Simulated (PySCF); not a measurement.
An unknown gives this computed stick spectrum. Computed, not measured: TDDFT CAM-B3LYP/def2-SVPD, vertical, gas phase, core orbitals frozen in the response in PySCF 2.14.0, density-fitted response routines. Geometries: PBE0-D3(BJ)/def2-SVP, one conformer each. Relativistic effects are left out although some hold elements past zinc.

```
state  ν̃ (cm⁻¹)       f  main configurations (H = HOMO, L = LUMO)
   S1      46170  0.0070                                 H→L (86%)
   S2      52320   0.229                               H→L+1 (75%)
   S3      52800   0.019                  H→L+2 (59%), H→L+4 (27%)
   S4      54900   0.043     H→L+3 (47%), H-1→L (20%), H→L+5 (16%)
   S5      55690   0.026     H-1→L (34%), H→L+4 (15%), H→L+2 (14%)
   S6      56690   0.049    H→L+4 (32%), H→L+3 (11%), H-1→L+1 (9%)
   S7      56890   0.143      H→L+6 (46%), H-1→L (11%), H→L+3 (8%)
   S8      58360   0.019   H→L+5 (36%), H-1→L+2 (12%), H-1→L (10%)
   S9      59220   0.225    H-1→L+1 (40%), H-2→L (9%), H→L+10 (9%)
  S10      59950   0.018                H→L+8 (42%), H-1→L+2 (22%)
```

Orbital energies (eV): HOMO-3 -10.59, HOMO-2 -10.19, HOMO-1 -9.31, HOMO -8.43, LUMO 0.40, LUMO+1 0.66, LUMO+2 0.88.

**Question.** Which candidate is it?
A. `C=[N][GeH2][N](C)C`
B. `[H]/N=[CH]/[GeH2][N](C)C`
C. `[SiH3]N([SiH3])[SiH2][GeH2][GeH3]`

**Answer.** C. Its S1, at 5.72 eV, is the highest among the candidates; the nearest of the others has S1 at 4.21 eV. S1 is HOMO→LUMO (86%). Löwdin shares by element: HOMO nitrogen 30%, germanium 24%, silicon 16% or more (atoms not listed hold the other 30%); LUMO silicon 38%, germanium 11% or more (atoms not listed hold the other 52%). At the same level the other candidates give, for their lowest levels:
- `C=[N][GeH2][N](C)C`: 4.21 eV (f 0.000); 5.38 eV (f 0.003); 5.82 eV (f 0.026); 6.15 eV (f 0.046); 6.48 eV (f 0.025); T1 3.57 eV; HOMO -7.51, LUMO 0.48 eV
- `[H]/N=[CH]/[GeH2][N](C)C`: 4.19 eV (f 0.012); 5.16 eV (f 0.009); 5.88 eV (f 0.024); 6.36 eV (f 0.025); 6.55 eV (f 0.009); T1 3.49 eV; HOMO -7.42, LUMO 0.17 eV

Conformer computed: `[SiH3:1][N:2]([SiH3:3])[SiH2:4][GeH2:5][GeH3:6]`: Si1–N2–Si4–Ge5 -81°, N2–Si4–Ge5–Ge6 56°.
Triplets come from the Tamm–Dancoff approximation.
